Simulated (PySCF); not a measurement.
Species: C6H13Al.
Cartesian coordinates in Å at the PBE0-D3(BJ)/def2-SVP level; atoms count from 1:
```
atom  x, y, z in Å
C1     2.2929    0.8523   -0.2044
C2     1.8491   -0.4847    0.3739
C3     0.3355   -0.6316    0.5183
C4    -0.4315   -0.7938   -0.8105
C5    -1.9452   -0.6208   -0.6152
C6    -2.2622    0.7064    0.1019
Al7   -0.7458    0.8037    1.3505
H8     1.8670    1.0298   -1.2048
H9     1.9777    1.6902    0.4441
H10    3.3877    0.9160   -0.3020
H11    2.3203   -0.6153    1.3629
H12    2.2528   -1.3005   -0.2566
H13    0.1329   -1.5425    1.1205
H14   -0.2131   -1.7684   -1.2845
H15   -0.0871   -0.0277   -1.5305
H16   -2.3164   -1.4634   -0.0025
H17   -2.4641   -0.7050   -1.5860
H18   -2.1916    1.5494   -0.6137
H19   -3.2847    0.7429    0.5090
H20   -0.4846    1.7141    2.6338
```

Linear response at B3LYP/def2-SVPD (PySCF, frozen core in the response, non-relativistic).

Static isotropic polarisability: 98.80 au (14.64 Å³), principal values 84.9, 104.2, 107.3 au.

Problem. What is the polarisability at 1064 nm and at the sodium D line?

Solution. 99.75 au at 1064 nm (+1.0 %), 102.02 au at 589.3 nm (+3.3 %). The rise at 589.3 nm is 3.38 times that at 1064 nm; a pure ω² law gives 3.26. The lowest singlet lies at 295 nm, shorter than both wavelengths.

Problem. What is the isotropic C6 coefficient between two such molecules, C6 = (3/π)∫α(iω)² dω?

Solution. 3735 au (Eh·bohr⁶) by a ten-point quadrature over imaginary frequencies, which is 2230 eV·Å⁶ or 215 J·nm⁶/mol.

Problem. Which effective excitation energy ω̄ makes London's formula C6 = (3/4)α²ω̄ exact here?

Solution. ω̄ = 4·C6/(3α²) = 0.510 Eh = 13.9 eV. A one-pole form α(ω) = α/(1 − ω²/ω̄²) fitted to the 1064 nm value gives 11.9 eV.

Problem. How many electrons N does the Slater–Kirkwood formula C6 = (3/4)·√N·α^(3/2) need to give this C6?

Solution. N = (4·C6/3)²/α³ = 25.7; the species has 62 electrons in all.

Problem. What n − 1 at the D line would an ideal gas of it have at 273.15 K and 1 atm (2.6868 × 10¹⁹ cm⁻³), by n − 1 = 2π·N·α′?

Solution. 25.52 × 10⁻⁴, a formal value whether or not that pressure can be reached.

Problem. What molar refraction at the D line follows from R = (4π/3)·N_A·α′, with α′ the polarisability volume?

Solution. α′ = 15.12 Å³ gives R = 38.14 cm³/mol, for isolated, non-vibrating species.

Problem. The lowest 6 singlets have (eV, f): 4.21, 0.000; 5.07, 0.000; 5.78, 0.011; 6.20, 0.021; 6.39, 0.000; 6.55, 0.038. What share of the static polarisability do they carry in the sum over states α = Σ f/ω²?

Solution. 1.31 au, 1.3 % of α; the largest term, 0.65 au, is that of the state at 6.55 eV. Their oscillator strengths add up to 0.07. Higher states carry the rest.

Problem. What three-body coefficient follows from the one-pole estimate C9 = (3/4)·α·C6?

Solution. 277000 au. This is an estimate from the two numbers above, not a computed integral.

Problem. How anisotropic is the static polarisability, by Δα² = ½[(α1 − α2)² + (α2 − α3)² + (α3 − α1)²]?

Solution. Δα = 21.0 au, or 0.21 of the isotropic value.

One conformer stands for the species.
